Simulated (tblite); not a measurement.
Species: C5H6F3 (doublet state).
Z-matrix (Å and degrees, GFN2-xTB geometry), rows numbered from 1:
```
C 
C   1  1.4656
C   2  1.4605  1  135.35
C   2  1.4715  1  133.98  3    93.99
C   4  1.5042  2  120.54  3   107.58
F   5  1.3454  4  112.37  2    83.59
F   5  1.3423  4  113.21  2   -36.88
F   5  1.3467  4  112.19  2  -157.09
H   1  1.0888  2  110.64  3  -158.27
H   1  1.0895  2  110.19  3    80.70
H   1  1.0976  2  111.08  3   -38.31
H   3  1.0858  2  119.57  4  -107.61
H   3  1.0815  2  120.00  4   104.80
H   4  1.0849  2  120.33  3  -106.92
```

Computed geometry: GFN2-xTB, gas phase. This method treats the open shell by occupation alone, without spin polarisation.

Masses are those of the commonest isotopes; rigid-rotor values at the optimised geometry. 

Problem. What are A, B and C (cm⁻¹)?

Solution. Ia = 150.98, Ib = 308.08, Ic = 354.90 u·Å²; 505379 MHz·u·Å²/I gives 3347, 1640 and 1424 MHz, that is A = 0.11165, B = 0.05472, C = 0.04750 cm⁻¹.

Problem. What kind of rotor is it?

Solution. An asymmetric top; Ray's κ = -0.775.

Problem. Is it planar, by Δ = Ic − Ia − Ib?

Solution. Not planar: Δ = Ic − Ia − Ib = -104.16 u·Å². For a rigid frame Δ = −2 Σ m c², so Σ m c² = 52.08 u·Å² lies off the ab plane: 6.03 from hydrogen and 46.05 from heavier atoms. The atom farthest from that plane is 1.67 Å away.

Problem. Give the coordinates in the principal-axis frame, origin at the centre of mass.

Solution. The sense of each axis is arbitrary; atoms in the order of the calculation.
```csv
atom,mass (u),a (Å),b (Å),c (Å)
C1,12.000,2.311,1.058,0.118
C2,12.000,1.738,-0.186,-0.404
C3,12.000,1.321,-1.461,0.174
C4,12.000,0.368,-0.640,-0.688
C5,12.000,-0.810,0.036,-0.041
F6,18.998,-1.191,1.144,-0.701
F7,18.998,-0.574,0.414,1.225
F8,18.998,-1.894,-0.762,0.001
H9,1.008,2.124,1.883,-0.566
H10,1.008,3.385,0.946,0.263
H11,1.008,1.873,1.317,1.090
H12,1.008,1.132,-1.529,1.241
H13,1.008,1.679,-2.390,-0.250
H14,1.008,0.107,-1.012,-1.673
```

For this open shell read J as N, the rotation without spin; fine and hyperfine splittings come on top. Its GFN2-xTB frequencies are all real (lowest 36 cm⁻¹). No vibrational averaging or centrifugal distortion is included, and the geometry carries the error of its method.
